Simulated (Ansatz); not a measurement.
Cartesian coordinates in Å:
```
O 1.6534 0.3805 1.3060
Si 0.2680 -0.3339 0.8197
O -0.3966 -1.0578 2.1331
Si 0.8381 -1.8217 -0.8884
O -0.8309 0.7441 0.2670
Si -1.1070 1.9577 -0.7989
H 1.6740 0.7605 2.1871
H -1.3506 -1.1488 2.1448
H 1.4404 -1.0922 -2.0371
H 1.8033 -2.8431 -0.4039
H -0.3883 -2.5159 -1.3701
H -0.4330 3.2014 -0.3472
H -2.5716 2.1832 -0.8666
H -0.5992 1.5860 -2.1455
```

Total charge 0; spin multiplicity 1.

Problem. List the r2SCAN/def2-TZVPP orbital energies in eV (the Gaussian-basis code of Ansatz). (An estimate is asked.)

Solution. The calculation gave: Occupied: -1792.30, -1791.64, -1790.68, -515.99, -515.97, -515.93, -142.51, -142.01, -141.20, -97.40, -97.39, -97.34, -96.91, -96.85, -96.85, -96.05, -96.05, -96.04, -27.05, -26.32, -26.13, -15.40, -14.22, -13.59, -13.35, -11.85, -10.43, -10.36, -9.48, -9.35, -8.92, -8.79, -8.63, -8.55, -8.07, -7.87, -7.07. Lowest empty: -0.50, -0.21, 0.09, 0.82, 1.15, 1.20, 1.37, 1.56.
